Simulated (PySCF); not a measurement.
Compound: C6H7O3S (charge -1).
Numbering: `[CH2:1]=[CH:2]/[CH:3]=[C:4](/[CH:5]=[CH2:6])[S:7](=[O:8])(=[O:9])[O-:10]` (hydrogens: H11, H12 on C1; H13 on C2; H14 on C3; H15 on C5; H16, H17 on C6)

Structure used (PBE0-D3(BJ)/def2-SVP), in Å, numbered top down from 1:
```xyz
17
C6H7O3S angstrom
C     -3.4171    0.6048   -0.4892
C     -2.2308    0.0449   -0.1913
C     -1.0097    0.8111   -0.0611
C      0.2429    0.3738    0.2314
C      1.3116    1.3651    0.3305
C      2.5883    1.1479    0.6771
S      0.7171   -1.3729    0.5024
O      1.7386   -1.6003   -0.5379
O     -0.5061   -2.1839    0.3327
O      1.2431   -1.3628    1.8819
H     -4.3261    0.0032   -0.5760
H     -3.5163    1.6843   -0.6554
H     -2.1243   -1.0320   -0.0261
H     -1.1189    1.8965   -0.2113
H      0.9954    2.3915    0.0959
H      3.2974    1.9803    0.7176
H      2.9361    0.1440    0.9278
```

The closed-shell ground state was solved at several levels (PySCF, density fitting, gas phase, non-relativistic). The geometry's basis has no diffuse functions, a weakness for an anion. No diffuse functions stand in pcSseg-1, which bears on an anion's orbital energies.

```
         level  basis functions  total energy (Eh)  HOMO (eV)  LUMO (eV)  gap (eV)
 PBE0/pcSseg-1              212          -855.9522      -2.50       1.96      4.46
PBE0/def2-SVPD              272          -855.5943      -2.77       1.81      4.58
```

(1) Estimate the row for B3LYP/pcSseg-1, a basis of 212 functions; the other rows only guide the guess.

(2) Over all these levels, which gives the widest orbital gap and which the narrowest?

## Answers

(1) Total energy -856.6309 Eh, HOMO -2.20 eV, LUMO 1.82 eV, gap 4.02 eV.

(2) PBE0/def2-SVPD (global hybrid, 25 % exact exchange) has the widest, 4.58 eV, and B3LYP/pcSseg-1 (global hybrid, 20 % exact exchange) the narrowest, 4.02 eV. Functional and basis both differ between the two, so the spread mixes both effects.

One conformer stands for the species.
